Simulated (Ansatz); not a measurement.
# Stretch profile

CH₂FI (SMILES FCI), closed shell, at its PBE0-D4/def2-TZVP minimum:

F1  (1.196, 0.711, -0.176)
C2  (0.161, -0.114, 0.103)
I3  (-1.632, 0.548, -0.864)
H4  (0.368, -1.112, -0.277)
H5  (-0.043, -0.106, 1.172)
(Å)

The bond length C2–H5 (1.088 Å at the minimum) is set to the values below, the two halves moving rigidly along the bond. Each method's energies count from its own value at the PBE0-D4 minimum structure. Computed with Ansatz 0.2.0 (basis: def2-TZVPP); correlated methods freeze the cores. Filled d shells of the heavier atoms are correlated. Core potentials replace the inner electrons of the atoms past krypton. The def2 sets are not built for correlating such inner shells, so the correlated values are less sure here. B3LYP uses VWN-RPA correlation.

```
bond length (Å)  CCSD(T) (kcal/mol)  r2SCAN-D4 (kcal/mol)  PBE-D4 (kcal/mol)  wB97M-V (kcal/mol)
          0.957                   ?                  8.58               9.38                8.28
          0.995                3.84                  3.98               4.55                3.77
          1.051                0.49                  0.56               0.78                0.47
          1.115                0.33                  0.27               0.11                0.34
          1.187                3.36                  3.15               2.54                3.41
          1.264                9.02                  8.63               7.55                9.15
          1.347               16.75                 16.19              14.56               17.04
          1.433                   ?                 24.93              22.69               26.21
          1.523                   ?                 34.43              31.62               36.24
```

Task: Fill in the withheld CCSD(T) values. (Judge from chemistry; the value comes from the calculation.)

Result: The calculation gives: 8.40 kcal/mol at 0.957 Å; 25.65 kcal/mol at 1.433 Å; 35.23 kcal/mol at 1.523 Å. These count from the CCSD(T) energy at the PBE0-D4 minimum.

Minimum and curvature along this coordinate at CCSD(T): A fifth-order fit through the nearest points gives 1.085 Å, with a curvature of about 34 eV/Å².

Task: Treat the two halves as rigid bodies and work out the harmonic wavenumber of this stretch from that curvature (ν̃ = 521.5 √(k/μ) cm⁻¹ with k in eV/Å² and μ in u).

Result: The halves weigh 158.92 and 1.01 u, so μ = 158.92 × 1.01/159.93 = 1.004 u and ν̃ = 521.5 √(34/1.004) ≈ 3000 cm⁻¹. A true normal mode mixes in other motions, so this is a guide only.

Largest difference from the CCSD(T) curve over the scan: PBE0-D4 0.25; B3LYP-D4 0.67; HF 6.86; MP2 1.82 kcal/mol. Each curve counts from its own value at the minimum.

T1 diagnostic: at most 0.011.

For scale, one of the runs: CCSD(T)/def2-TZVPP, 140 basis functions (an equivalent command: `ansatz run in.yaml --threads 2`). Time: 21 s of wall clock on 2 CPU threads; the host was shared. Peak host memory: 1 GiB.
